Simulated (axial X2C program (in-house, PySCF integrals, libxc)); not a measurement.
Potential curves of NaSc⁻, 2c

Computed with an axial X2C code built on PySCF integrals. Two-component (2c) means X2C with spin–orbit coupling and atomic mean-field two-electron Coulomb and Gaunt terms. Basis: Sc dyall-acv3z [11s12p8d5f2g], Na dyall-av3z [10s9p5d2f] (cores contracted in-house); Gaussian nuclei, density fitting, unrestricted open shells. Masses: Sc 44.956 u, Na 22.990 u.

State: Ω = 3/2 (⟨Sz⟩ = -0.50, ⟨Lz⟩ = 2.00 at PBE0). Energies in eV from the lowest point of each curve. Fits are polynomials in 1 − R0/R over 0.85 to 1.23 times the lowest point R0.

| R (Å) | PBE0 | PBE | HF |
| --- | --- | --- | --- |
| 3.2512 | 0.0932 |  |  |
| 3.4007 | 0.0388 | 0.0238 |  |
| 3.5128 | 0.0154 | 0.0068 |  |
| 3.6249 | 0.0033 | 0.0000 | 0.0531 |
| 3.7370 | 0.0000 | 0.0008 | 0.0267 |
| 3.8678 | 0.0048 | 0.0092 | 0.0082 |
| 3.9986 | 0.0164 | 0.0230 | 0.0000 |
| 4.1668 | 0.0379 | 0.0457 | 0.0005 |
| 4.3723 | 0.0707 | 0.0776 | 0.0128 |
| 4.6713 | 0.1233 | 0.1247 | 0.0438 |

The state is a single determinant with fixed occupations, the lowest that a limited PBE0 search found. Density functionals use the spin component along the axis (collinear). Other states lie close and PBE0, whose exact exchange favours high spin, may order them wrongly; the determinant shown need not be the ground state. The nearest other 2c determinant of the search, Ω = 5/2, lies 0.02 eV up at the distance of the search. The functionals have no current-density term, which raises determinants with orbital currents, atoms included. At some level and bond length an empty orbital lies below a filled one. Some points did not converge and are left out. The highest occupied level of some functionals is positive through self-interaction error; at Hartree–Fock it is bound. The determinant is spin-polarised beyond a pure state at some levels (its spin-free form has ⟨S²⟩ too high), which makes Re and μ there less reliable.

Problem. What are Re and ωe at the PBE0 level?

Solution. At PBE0, 2c: Re = 3.729 Å, ωe ≈ 99.7 cm⁻¹; Be follows as 0.0797 cm⁻¹.

Problem. Fit the PBE curve near its minimum: give the equilibrium distance and the harmonic wavenumber.

Solution. At PBE, 2c: Re = 3.666 Å, ωe ≈ 99.4 cm⁻¹; Be follows as 0.0825 cm⁻¹.

Problem. What are Re and ωe at the HF level?

Solution. At HF, 2c: Re = 4.072 Å, ωe ≈ 82.7 cm⁻¹; Be follows as 0.0668 cm⁻¹.
